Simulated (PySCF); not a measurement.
C₂H₇BrGe, SMILES [CH3][GeH]([CH3])[Br]. Atoms are numbered in the order given.

```xyz
11

Ge     0.7776     0.3284     0.0000
C      1.5066    -0.4759     1.6314
C      1.5066    -0.4759    -1.6314
Br    -1.5368    -0.0823     0.0000
H      0.9328     1.8748     0.0000
H      2.5984    -0.2901     1.6856
H      1.0214    -0.0379     2.5242
H      1.3255    -1.5679     1.6244
H      1.0214    -0.0379    -2.5242
H      2.5984    -0.2901    -1.6856
H      1.3255    -1.5679    -1.6244
```

Geometry: PBE-D3(BJ)/def2-SVP.

Calculation: PBE/pcSseg-1 (PySCF).

GIAO shieldings, no solvent; atoms alike by connectivity are averaged. δ = σ(ref) − σ: ⁷³Ge against GeH4 (σ = 1614.4 ppm); ¹³C against TMS (σ = 182.0 ppm); ¹H against TMS (σ = 31.49 ppm), references at their B3LYP-D3(BJ)/def2-TZVP geometries, non-relativistic (without spin–orbit terms, shifts of atoms bonded to Cl or Br come out too high).

```tsv
nucleus	atoms	count	δ (ppm)
⁷³Ge	Ge1	1	423.2
¹³C	C2, C3	2	11.1
¹H	H5	1	6.15
¹H	H6, H7, H8, H9, H10, H11	6	1.26
```
